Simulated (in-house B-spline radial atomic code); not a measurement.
Te⁺. Computed with a B-spline radial atomic code. Model: non-relativistic spherical atom: semilocal Troullier-Martins pseudo-atom, one channel per l, against all electrons, high spin, G0W0 and RPA with empty states to l = 8, local potential for every l without a channel, a model core (radius 0 = none) keeps its share of the functional.

The core holds an angular momentum without a channel of its own, so the local potential lets valence electrons into it.

Without relativity these are model numbers for so heavy an element.

What the tables leave out is listed at the end.

The pseudopotential gives back the lowest level of each angular momentum of its own functional in the configuration it was made in; a second state of the same l is only approximately right. Exact exchange, RPA and GW see the smooth pseudo-orbitals and miss the exchange with the core, for which the functional's share stands in. The column with an uncorrelated core keeps all orbitals and exact exchange, and so separates missing core correlation from pseudisation. Only the three outermost levels and the lowest empty one were computed. RPA here is direct RPA, with no exchange kernel, and its energies carry an (l + 1/2)⁻⁴ tail. A hybrid on a potential with a model core restores only its own semilocal share of the core's exchange.

Command:
```bash
python run_psgw.py task.json out
```
Settings (lengths in bohr, energies in hartree):
```
Z                      52
electrons              51
configuration          [Kr] 4d10 5s2 5p3
generated_in           [Kr] 4d10 5s2 5p4
functional             pbe,pbe
core_shells            9
radius_factor          1
core_correction        False
```

Run time, properties included: 42 s on 1 thread of Arm Neoverse N1, on a shared host.

Given: made with PBE; model core radius 0 bohr; local radius 1.93 bohr; mean-field start PBE.

Valence shells of the generating configuration: 5s, 5p.

Channel: s 1.882, p 2.201 (radii in bohr).

Computed: largest level miss in the spin-unpolarised generating configuration 0 eV; valence RPA correlation energy all-electron orbitals -0.17356 hartree; valence RPA correlation energy pseudo -0.24847 hartree; pseudo-atom RPA polarisability 21.962 bohr³.

```csv
level,occupied,mean-field all-electron (eV),mean-field pseudo minus all (eV),G0W0 all-electron (eV),G0W0 uncorrelated core minus all (eV),G0W0 pseudo minus all (eV),exchange self-energy all-electron (eV),exchange self-energy pseudo (eV)
5p up,1,-14.538,-0.021,-18.853,0.311,0.021,-17.439,-14.573
5s down,1,-20.767,0.291,-25.077,0.809,0.451,-16.344,-11.55
5p down (empty),0,-12.258,0.23,-9.2575,0.362,-0.459,-5.3162,-2.4138
```

Task: What is the all-electron RPA polarisability, core included?

Result: 19.953 bohr³.

Given: mean-field start PBE0.

Computed: valence RPA correlation energy all-electron orbitals -0.15762 hartree; valence RPA correlation energy pseudo -0.21666 hartree; pseudo-atom RPA polarisability 19.363 bohr³.

```
          level  occupied  mean-field all-electron (eV)  mean-field pseudo minus all (eV)  G0W0 all-electron (eV)  G0W0 uncorrelated core minus all (eV)  G0W0 pseudo minus all (eV)  exchange self-energy all-electron (eV)  exchange self-energy pseudo (eV)
          5p up         1                        -15.79                             0.034                 -19.017                                  0.304                       0.001                                 -17.432                           -14.589
        5s down         1                       -21.711                             0.242                 -25.107                                  0.813                       0.426                                 -16.167                           -11.535
5p down (empty)         0                       -11.207                             0.158                 -9.0768                                  0.347                      -0.313                                 -5.0398                           -2.3587
```

Task: What is the all-electron RPA polarisability, core included?

Result: 17.773 bohr³.

Given: mean-field start Hartree-Fock.

Computed: valence RPA correlation energy pseudo -0.16012 hartree; all-electron RPA polarisability, core included 14.222 bohr³; pseudo-atom RPA polarisability 14.849 bohr³.

```csv
level,occupied,mean-field all-electron (eV),mean-field pseudo minus all (eV),G0W0 all-electron (eV),G0W0 uncorrelated core minus all (eV),G0W0 pseudo minus all (eV),exchange self-energy all-electron (eV),exchange self-energy pseudo (eV)
5p up,1,-18.78,0.021,-19.337,0.28,0.107,-17.178,-14.571
5s down,1,-23.167,0.154,-25.111,0.777,0.57,-15.584,-11.411
5s up,?,?,?,?,?,?,?,?
5p down (empty),0,-7.1578,0.074,-8.7821,0.264,0.051,-3.9792,-2.0499
```

Task: What belongs in the row 5s up?

Result: occupied: 1; mean-field all-electron (eV): -30.34; mean-field pseudo minus all (eV): -0.106; G0W0 all-electron (eV): -28.674; G0W0 uncorrelated core minus all (eV): 0.332; G0W0 pseudo minus all (eV): 0.766; exchange self-energy all-electron (eV): -22.627; exchange self-energy pseudo (eV): -18.874.

Task: What is the valence RPA correlation energy all-electron orbitals?

Result: -0.12431 hartree.

Among the listed levels the largest G0W0 shift of the pseudo-atom is +0.77 eV, for 5s up on the Hartree-Fock start, while leaving the core uncorrelated moves that level by +0.33 eV. The rest, +0.43 eV, comes from pseudisation and the lost core exchange. Not in the tables (levels of low weight, unsolved or above zero; the highest and the empty levels are kept at any weight): on PBE the G0W0 levels 5s up (pseudo minus all +1.54 eV, weights 0.21 and 0.21); on PBE0 the G0W0 levels 5s up (pseudo minus all -6.25 eV, weights 0.03 and 0.36).
